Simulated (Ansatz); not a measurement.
Calculated with Ansatz (gas phase, PBE0-D4/def2-TZVP geometries, no zero-point term in ΔE). CBS: MP2 limit from def2 TZ/QZ plus the TZ coupled-cluster correction, frozen cores. This one scheme is used for every species. Functionals use def2-TZVPP. B3LYP here is the variant with VWN-RPA as its local correlation; programs differ in this. Triplets are unrestricted, without spin–orbit coupling. For Ge outer-core shells are correlated without core-valence functions, which leaves a few kJ/mol of doubt a bond. Scalar relativity is left out up to krypton. Each species was taken in one conformer, which may not be the lowest.

`C[O][GeH]([F])[SH]` → `[CH2]` (triplet) + `[OH][GeH]([F])[SH]`  (formal loss of a carbene)

```tsv
level	ΔE (kJ/mol)	difference from CCSD(T)/CBS
PBE-D4	388.6	9.1
r2SCAN-D4	358.9	-20.6
PBE0-D4	378.0	-1.5
B3LYP-D4	378.7	-0.8
ωB97X-V	395.1	15.6
ωB97M-V	384.1	4.6
B2PLYP	372.9	-6.6
PBE	381.9	2.4
r2SCAN	357.0	-22.5
PBE0	372.1	-7.4
B3LYP	368.1	-11.4
HF/def2-TZVPP	239.8	-139.7
MP2/def2-TZVPP	378.1	-1.4
SCS-MP2/def2-TZVPP	383.0	3.5
CCSD/def2-TZVPP	358.9	-20.6
CCSD(T)/def2-TZVPP	370.0	-9.5
HF/def2-QZVPP	239.8	-139.7
MP2/def2-QZVPP	383.6	4.1
SCS-MP2/def2-QZVPP	389.5	10.0
HF/CBS(def2)	239.8	-139.7
MP2/CBS(def2)	387.7	8.2
CCSD/CBS(def2)	368.4	-11.1
CCSD(T)/CBS	379.5	0
```

Largest T1 diagnostic among the species: 0.012.

From PBE to PBE0 (25 % exact exchange), in def2-TZVPP and without D4, ΔE moves by −9.8 kJ/mol. In def2-TZVPP, CCSD(T) changes the Hartree–Fock value by +130.2 kJ/mol (the triples alone add +11.1 kJ/mol) and MP2 by +138.3 kJ/mol. The D4 term adds +10.6 kJ/mol with B3LYP and +5.9 kJ/mol with PBE0; it sums over pairs of atoms, weighted by their polarisabilities, and B3LYP, whose exchange is more repulsive, gets the larger term.
